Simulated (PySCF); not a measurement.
C2H6N2Si, SMILES [SiH](C#C)(N)N. Atoms are numbered in the order given.

```xyz
11

C      2.6001    -0.3041     0.0881
C      1.3857    -0.1313     0.1797
Si    -0.4520     0.0654     0.3438
N     -1.4348    -1.2366    -0.2477
N     -0.8111     1.4618    -0.6209
H      3.6685    -0.4563     0.0063
H     -0.7448     0.1007     1.8221
H     -1.3333    -1.5243    -1.2248
H     -1.5844    -2.0478     0.3570
H     -0.1118     2.2046    -0.6873
H     -1.7602     1.8430    -0.6127
```
Charge 0, spin multiplicity 1.

The structure is a stationary point at PBE-D3(BJ)/def2-SVP. This is a generated structure with no PubChem entry under its InChIKey; it may be hypothetical. Other conformers were not sampled.

Method: TDDFT-PBE/def2-SVPD (PySCF).

Vertical excitations. Isolated molecule, no solvent.

| state | energy (eV) | λ (nm) | f | main pairs |
|---|---|---|---|---|
| S1 | 5.27 | 235 | 0.010 | HOMO→LUMO 66 %, HOMO→LUMO+1 21 %, HOMO−1→LUMO 11 % |
| S2 | 5.33 | 233 | 0.015 | HOMO→LUMO+1 74 %, HOMO→LUMO 23 % |
| S3 | 5.36 | 231 | 0.002 | HOMO−1→LUMO+1 97 % |
| S4 | 5.48 | 226 | 0.057 | HOMO−1→LUMO 83 % |
| S5 | 5.92 | 210 | 0.000 | HOMO−2→LUMO 95 % |
| S6 | 6.17 | 201 | 0.012 | HOMO−2→LUMO+1 49 %, HOMO−3→LUMO 49 % |
| S7 | 6.24 | 199 | 0.009 | HOMO→LUMO+2 64 %, HOMO−3→LUMO+1 30 % |
| S8 | 6.26 | 198 | 0.020 | HOMO−3→LUMO+1 54 %, HOMO→LUMO+2 34 %, HOMO−1→LUMO+2 8 % |
| S9 | 6.31 | 196 | 0.014 | HOMO−1→LUMO+2 88 % |
| S10 | 6.81 | 182 | 0.048 | HOMO−2→LUMO+2 69 %, HOMO−3→LUMO 13 % |
| T1 | 4.72 | 263 | 0 | HOMO−1→LUMO 30 %, HOMO−3→LUMO 24 %, HOMO→LUMO 23 %, HOMO−2→LUMO+1 18 % |
| T2 | 5.06 | 245 | 0 | HOMO→LUMO 47 %, HOMO→LUMO+1 18 %, HOMO−2→LUMO+1 10 %, HOMO−1→LUMO+1 8 % |
| T3 | 5.09 | 244 | 0 | HOMO→LUMO+1 40 %, HOMO→LUMO 24 %, HOMO−1→LUMO+1 9 %, HOMO−2→LUMO 9 % |
| T4 | 5.10 | 243 | 0 | HOMO−1→LUMO 52 %, HOMO−2→LUMO+1 39 % |
Triplets are in the Tamm–Dancoff approximation, which puts them higher than full response would, so one can lie above its singlet here.
